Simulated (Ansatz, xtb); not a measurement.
System: PbCl2, charge 0, multiplicity 3. This is an excited triplet: at this geometry the singlet lies 1.35 eV lower at RI-MP2/CBS(def2-TZVPPD,def2-QZVPPD)+[CCSD(T)-MP2]/def2-TZVPPD. 
Structure (B3LYP-D3(BJ)/def2-TZVP (Ansatz, a first-principles code) minimum search):
```xyz
3

Pb    -0.0087     0.0105     0.6883
Cl     0.8830     1.0019    -1.6648
Cl    -0.8410    -1.0525    -1.6552
```
Charge 0, spin multiplicity 3.

Harmonic wavenumbers from GFN2-xTB (xtb, at its own minimum), cm⁻¹: 162, 189, 261.

Give the harmonic wavenumbers at B3LYP-D3(BJ)/def2-TZVP (Ansatz, finite differences of forces, unscaled).

168, 171, 257 cm⁻¹. Zero-point energy 0.9 kcal/mol.

From these and the geometry, give the ideal-gas thermochemistry at 298.15 K and 1 atm (rigid rotor, harmonic oscillator).

Point group C2v, rotational symmetry number 2. Rotational constants 3.964, 1.734, 1.206 GHz. S(trans) 42.77, S(rot) 26.67, S(vib) 6.56, S(elec, spin only) 2.18, S 78.2 cal/(mol K). H(298) - H(0) 3.43 kcal/mol; G - E(el) -19.0 kcal/mol.
